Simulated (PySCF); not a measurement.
Below is a simulated gas-phase C 1s photoelectron spectrum of `[GaH2][CH]1CCCC1`.

Every computed line was given a Gaussian of 0.7 eV full width at half maximum and an area set by the number of equivalent atoms; the highest printed point is 100. Theory: PySCF 2.14.0, delta-SCF UKS SCAN, pcX-2 on the ionised atom, pcseg-1 elsewhere, spin-free X2C.

binding energy (eV), intensity and a bar:
```
    288.7          0 
    288.8          0 
    288.9          1 
    289.0          2 #
    289.1          4 #
    289.2          7 ##
    289.3         11 ###
    289.4         17 #####
    289.5         23 #######
    289.6         29 #########
    289.7         36 ###########
    289.8         44 #############
    289.9         54 ################
    290.0         68 ####################
    290.1         82 #########################
    290.2         95 ############################
    290.3        100 ##############################
    290.4         96 #############################
    290.5         84 #########################
    290.6         65 ####################
    290.7         46 ##############
    290.8         29 #########
    290.9         16 #####
    291.0          8 ##
    291.1          4 #
    291.2          1 
    291.3          1 
    291.4          0
```

Problem. How many maxima does the curve show, and how many computed lines lie under it?

Solution. The curve has 1 maximum (at 290.3 eV). Under it lie 3 lines from 3 inequivalent carbon sites. At this width some lines have no maximum of their own.

Problem. Decompose the envelope and assign each component. Numbering: `[GaH2:1][CH:2]1[CH2:3][CH2:4][CH2:5][CH2:6]1`.

Solution. 
```
position (eV)  relative area  line  atoms      environment
       289.68              1  C 1s     C2    sp3 CH carbon
       290.28              2  C 1s  C3/C6  ring CH2 carbon
       290.38              2  C 1s  C4/C5  ring CH2 carbon
```

Problem. What are the centre and the root-mean-square width of the whole band?

Solution. The area-weighted mean of the lines is 290.20 eV. Their own spread about it is 0.26 eV (rms) and each Gaussian has σ = 0.7/2.355 = 0.30 eV; the variances add, which gives 0.40 eV.

The listed C 1s values span 0.70 eV, from C2 (bonded to 2 C, H and Ga) to C4/C5 (bonded to 2 C and 2 H).

The curve has no shake-up lines and no vibrational structure. Topologically equivalent atoms share the value of their first member; where this conformer doesn't relate them by symmetry, their own values could differ. One conformer (not necessarily the lowest) at the PBE0-D3(BJ)/def2-SVP geometry, without solvent, vibrations or thermal averaging.
